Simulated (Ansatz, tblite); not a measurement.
Cost and result up the ladder for Al₄H (5 atoms). Total charge 0; doublet. Geometry: PBE0-D4/def2-SVP.

```xyz
5

Al   -0.660    1.375    1.237
Al    0.732   -1.298   -1.279
Al    1.381   -0.237    1.016
Al   -0.937    0.708   -1.270
H    -0.516   -0.548    0.297
```

Ansatz on 4 threads of Arm Neoverse V1 on a shared host; xTB runs through tblite on one thread. Times are rough, summed over both states, and most runs start from the orbitals of an earlier one. RPA@PBE/def2-TZVP serves as the yardstick here, not as an exact answer. The other state is a quartet at its own geometry, which has other bonds, so the gap mixes isomer and spin.

The xTB rows come from tblite. LC-ωPBE has ω = 0.4 bohr⁻¹. Correlated methods freeze 20 core orbitals. HOMO above LUMO, or a gap near zero within one spin, warns that the state may not be the lowest or that an electron is smeared out. In the doublet geometry the species has come apart into loosely held pieces. The structure comes from a short search, and lower isomers may exist.

Run but left out: HF/STO-3G, HF/def2-TZVP, HF/def2-TZVPP, MP2/def2-TZVP, MP2/def2-TZVPP, CCSD/def2-TZVPP, CCSD(T)/def2-TZVPP (doublet: ⟨S²⟩ 1.35 to 1.60, where a pure state has 0.75).

Correlated methods converge slowly with the basis.

xTB has no spin-polarisation term.

```
                         level  functions  wall time  quartet − doublet (eV)  difference from RPA@PBE/def2-TZVP (eV)                                  remarks
                      GFN1-xTB         38    0.009 s                    1.35                                    1.06                                        –
                      GFN2-xTB         37    0.016 s                    0.35                                    0.06                                        –
         LDA (SPW92)/def2-TZVP        154        3 s                    0.34                                    0.05  gap within one spin near zero (doublet)
             BLYP-D4/def2-TZVP        154      6.3 s                    0.45                                    0.16                                        –
PBE-D4/def2-TZVP (with forces)        154      6.3 s                    0.29                                    0.00                                        –
             RPA@PBE/def2-TZVP        154      7.2 s                    0.29                                    0.00                                        –
             PBE0-D4/def2-TZVP        154      9.4 s                    0.18                                   -0.11                                        –
            BHLYP-D4/def2-TZVP        154       12 s                    0.22                                   -0.07                                        –
             LC-ωPBE/def2-TZVP        154       14 s                   -0.08                                   -0.37  spin-contaminated (⟨S²⟩ 1.00) (doublet)
              B97M-V/def2-TZVP        154       21 s                    0.30                                    0.01                                        –
           r2SCAN-D4/def2-TZVP        154       23 s                    0.17                                   -0.11                                        –
```
